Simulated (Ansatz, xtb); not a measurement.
**A geometry optimisation of C2H8GaN with r2SCAN-D4/def2-SVP**

The starting geometry of this gas-phase singlet was built from a drawn formula by distance geometry; its bonds are those of `CN[CH2][GaH2]`.

```xyz
12

C    -0.5612    1.1398   -0.2970
C     1.5722    0.2176    0.2187
Ga    3.3762    0.0109   -0.8852
N     0.7817    0.8438   -0.7712
H    -1.2636    1.1938   -1.2173
H    -0.9736    0.3486    0.3496
H    -0.6243    2.1095    0.1981
H     1.1767    1.7520   -1.0888
H     1.6686    0.7821    1.1328
H     1.4054   -0.8251    0.3763
H     3.2448   -1.2115   -1.9882
H     3.8241    1.4202   -1.3377
```

Question: Predict what becomes of its bonds when it is optimised with r2SCAN-D4/def2-SVP.

Answer: A new bond forms, giving a structure given below by its coordinates. Contacts that close: Ga3–N4 (2.73 → 2.13 Å).

The energy falls by 1.18 eV over 16 steps:

```tsv
step	E − E(last) (eV)
1	1.181
3	0.325
4	0.228
6	0.101
8	0.035
9	0.022
11	0.006
13	0.001
14	0.001
16	0.000
```

Final geometry (Å):

```xyz
12

C    -0.3615    0.8567   -0.6156
C     1.8300    0.4665    0.5698
Ga    2.7072    0.0475   -1.1514
N     1.0446    1.2061   -0.4797
H    -0.8018    1.3902   -1.4715
H    -0.4472   -0.2227   -0.8111
H    -0.9430    1.0904    0.2970
H     1.1765    2.2138   -0.4096
H     2.2740    1.1498    1.3058
H     1.1990   -0.2811    1.0693
H     2.1297   -1.1558   -1.9608
H     3.8196    1.0205   -1.6520
```

From the same start GFN2-xTB reaches the same bonding as this run.

The end wasn't checked by frequencies. Run with Ansatz 0.2.0, 47 s on 2 threads of Arm Neoverse V1, with other jobs on the host.
